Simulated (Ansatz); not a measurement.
Job for Ansatz (an electronic-structure program): U-CCSD(T)/def2-TZVPP on Ag2, 2S+1 = 3, a spin state set in the input, which need not be the lowest, a point of a bond scan (R = 3.190 Å). Elements past Kr take the def2 small-core potentials; no spin–orbit coupling.

Ansatz 0.2 input:
```yaml
crystal:
  periodic: [false, false, false]
  atoms:
    - {symbol: Ag, position_ang: [0.00000000, 0.00000000, 0.00000000]}
    - {symbol: Ag, position_ang: [0.00000000, 0.00000000, 3.19046900]}
basis:
  gaussian:
    orbitals: def2-TZVPP
magnetization: {spin_polarized: true, initial_magnetization: 2}
correlation: {method: ccsd_t, electrons: valence}
output: {orbitals: {seedname: ./end}}
```

Output:

```
WARN ansatz: RAYON_NUM_THREADS=1 ignored (pool sized by the plan → 1); use --threads N
Functional definition: HF
integrals: 0.24 GiB planned
794 factors; integrals over basis functions are off by at most 1.2e-3 eV
mean field: 0.41 GiB planned
mean field evaluation 1: about -7949.0638 eV, gradient 3.1e1 eV
mean field evaluation 2: about -7949.1324 eV, gradient 3.1e1 eV
mean field evaluation 4: about -7951.8647 eV, gradient 1.4e0 eV
mean field evaluation 8: about -7951.9189 eV, gradient 5.7e-2 eV
mean field evaluation 16: about -7951.9191 eV, gradient 8.7e-7 eV
mean field evaluation 32: about -7949.2571 eV, gradient 3.5e0 eV
mean field evaluation 64: about -7946.1603 eV, gradient 2.8e1 eV
mean field evaluation 96: about -7948.2510 eV, gradient 2.2e1 eV
mean field evaluation 128: about -7948.3748 eV, gradient 1.5e0 eV
mean field -7951.91909185 eV, -292.2276366213 hartree, gradient 1.3e-6 eV, S^2 2.004723; 2 other end points of the search recorded, 0 dependent functions left out
determinant -7951.91909185 eV, -292.2276366213 hartree, with singles and doubles -7986.00745579 eV, -293.4803608901 hartree
determinant -7950.13912764 eV, -292.1622241431 hartree, with singles and doubles -7983.59821680 eV, -293.3918229903 hartree
determinant -7949.51443245 eV, -292.1392670181 hartree, with singles and doubles -7983.11743419 eV, -293.3741545551 hartree
reference -7951.91909185 eV, -292.2276366213 hartree; 20, 18 occupied and 92, 94 virtual orbitals, 794 factors
second order -35.81857663 eV of doubles, -0.00000000 eV of singles
coupled cluster: 1.43 GiB planned
cycle   1  -34.08982287 eV  change   -1.5e-3 eV  update   7.5e-4
cycle   2  -34.08909637 eV  change    7.3e-4 eV  update   6.0e-4
cycle   3  -34.08859073 eV  change    5.1e-4 eV  update   3.8e-4
cycle   4  -34.08924126 eV  change   -6.5e-4 eV  update   1.8e-4
cycle   5  -34.08936330 eV  change   -1.2e-4 eV  update   9.7e-5
cycle   6  -34.08905863 eV  change    3.0e-4 eV  update   4.7e-5
cycle   7  -34.08909618 eV  change   -3.8e-5 eV  update   2.5e-5
cycle   8  -34.08915431 eV  change   -5.8e-5 eV  update   8.8e-6
cycle   9  -34.08913849 eV  change    1.6e-5 eV  update   3.6e-6
perturbative correction -0.99640768 eV, -0.0366173067 hartree
Total energy: -7987.00463801 eV, -293.5170066608 hartree
```

The calculation finished and met its thresholds.

Cost: around 3 core-minutes (rough).
